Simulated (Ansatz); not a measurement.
Mulliken charges of C$_{2}$H$_{3}$FHfO$_{2}$, SMILES `C#[C][Hf]([OH])([OH])[F]` from r2SCAN/def2-TZVPP in Ansatz (PBE0-D4/def2-TZVP geometry).

| atom | x (Å) | y (Å) | z (Å) | charge (e) |
| --- | --- | --- | --- | --- |
| C1 | 2.040 | 1.607 | 0.836 | -0.314 |
| C2 | 1.186 | 0.887 | 0.359 | -0.214 |
| Hf3 | -0.337 | -0.414 | -0.542 | 1.211 |
| O4 | -0.374 | -2.045 | 0.448 | -0.457 |
| O5 | -2.002 | 0.515 | -0.497 | -0.457 |
| F6 | 0.151 | -0.773 | -2.355 | -0.357 |
| H7 | 2.790 | 2.239 | 1.254 | 0.203 |
| H8 | -0.557 | -2.846 | 0.926 | 0.193 |
| H9 | -2.897 | 0.830 | -0.430 | 0.193 |

Problem. By hand: the dipole of these point charges (1 e Å = 4.8032 D).

Solution. Σ q r = (-0.371, -0.155, 0.218) e Å, of length 0.457 e Å = 2.20 D.

Problem. How does the dipole of the full density compare? (An estimate is asked.)

Solution. Computed: (-0.440, -0.143, 0.373) e Å, 2.85 D; the point charges give 0.77 times that, at 11° from its direction.

Point charges leave out the atoms' own dipoles, such as those of lone pairs, and Mulliken's split depends on the basis, so the two needn't agree.
